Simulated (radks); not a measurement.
The promethium ion Pm5+ is in [Xe] 4f2. Method: scalar-relativistic Kohn-Sham, LDA (Slater exchange, Perdew-Wang correlation), spin-polarised, spherical densities, finite nucleus; Fermi nuclear charge, rms radius of each element as measured or else 0.836 A^(1/3) + 0.57 fm; computed with a radial shooting solver on a logarithmic mesh with Libxc functionals. Open shells are filled with parallel spins first. One electron is removed from 5s, 4d, 4f, 5p in turn, with full relaxation. Which removal costs least, and what does each cost?

Answer. 4f 84.909 eV; 5p 86.486 eV; 5s 109.54 eV; 4d 208.61 eV. The 4f electron leaves first.
